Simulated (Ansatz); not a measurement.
Relaxation of Cl$_{2}$GaH$_{4}$OP (9 atoms, charge 0, multiplicity 1), to a largest force component of 0.03 eV/Å in at most 50 steps.

These are results of RKS PBE0/def2-SVP in Ansatz 0.2.0, not measurements.

```xyz
9
Properties=species:S:1:pos:R:3
Ga 0.222 -0.677 -0.401
Cl -0.132 0.229 2.895
Cl 1.842 0.621 -0.923
O -1.361 -0.143 -1.007
H -2.089 -0.716 -0.743
P 0.644 -2.605 0.771
H -0.417 -3.343 0.165
H 1.647 -3.081 -0.120
H 0.379 -1.002 2.827
```

Problem. Where does it end, and by what steps?

Solution. It converged. After 9 steps the energy has fallen by 0.069 eV; Cl2 moved furthest, 0.40 Å.

| step | energy less start (eV) | largest force component (eV/Å) | accepted |
| --- | --- | --- | --- |
| 0 | 0.0000 | 1.021 | yes |
| 1 | -0.0260 | 0.779 | yes |
| 2 | -0.0410 | 0.807 | yes |
| 3 | -0.0273 | 1.061 | no |
| 4 | -0.0475 | 0.575 | yes |
| 5 | -0.0569 | 0.601 | yes |
| 6 | -0.0629 | 0.425 | yes |
| 7 | -0.0614 | 0.290 | no |
| 8 | -0.0686 | 0.120 | yes |
| 9 | -0.0694 | 0.008 | yes |

```xyz
9
Properties=species:S:1:pos:R:3
Ga 0.199 -0.683 -0.211
Cl -0.143 0.293 2.497
Cl 1.849 0.596 -0.736
O -1.359 -0.116 -0.863
H -2.102 -0.706 -0.702
P 0.669 -2.745 0.749
H -0.396 -3.438 0.099
H 1.648 -3.081 -0.232
H 0.370 -0.836 2.863
```

Whether the end is a true minimum wasn't checked by a vibrational analysis.

The run took 23 s on 4 threads of Intel(R) Xeon(R) Platinum 8488C (Sapphire Rapids), with other jobs on the host, peak memory 0.36 GiB.
